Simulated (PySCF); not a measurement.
SMILES F[Si](F)([SiH](F)F)F (HF5Si2), singlet, B3LYP/def2-SVP optimised geometry.

```
8

Si    -1.38    -1.96     1.84
F     -0.89    -1.20     3.17
F     -2.99    -1.89     1.79
Si    -0.56    -0.76     0.00
F     -1.05     0.76     0.00
F     -1.04    -1.44    -1.38
F      1.05    -0.76     0.00
H     -0.96    -3.37     1.90
```

Density from B3LYP/def2-TZVP (PySCF) at that geometry.

Minimum of the electron density along straight lines between bonded atoms, close to the bond critical point (lines longer than 1.1 times the sum of covalent radii, or with two minima, are not listed):

```json
[
 {"bond": "Si1–F2", "length / Å": "1.616", "ρ at the minimum / e bohr⁻³": "0.134", "∇²ρ there / e bohr⁻⁵": "0.91", "position (fraction from the first atom)": "0.42"},
 {"bond": "Si1–F3", "length / Å": "1.616", "ρ at the minimum / e bohr⁻³": "0.134", "∇²ρ there / e bohr⁻⁵": "0.91", "position (fraction from the first atom)": "0.42"},
 {"bond": "Si1–Si4", "length / Å": "2.338", "ρ at the minimum / e bohr⁻³": "0.105", "∇²ρ there / e bohr⁻⁵": "-0.22", "position (fraction from the first atom)": "0.38"},
 {"bond": "Si4–F5", "length / Å": "1.607", "ρ at the minimum / e bohr⁻³": "0.138", "∇²ρ there / e bohr⁻⁵": "0.93", "position (fraction from the first atom)": "0.42"},
 {"bond": "Si4–F6", "length / Å": "1.609", "ρ at the minimum / e bohr⁻³": "0.137", "∇²ρ there / e bohr⁻⁵": "0.92", "position (fraction from the first atom)": "0.42"},
 {"bond": "Si4–F7", "length / Å": "1.609", "ρ at the minimum / e bohr⁻³": "0.137", "∇²ρ there / e bohr⁻⁵": "0.92", "position (fraction from the first atom)": "0.42"},
 {"bond": "Si1–H8", "length / Å": "1.479", "ρ at the minimum / e bohr⁻³": "0.130", "∇²ρ there / e bohr⁻⁵": "0.12", "position (fraction from the first atom)": "0.49"}
]
```
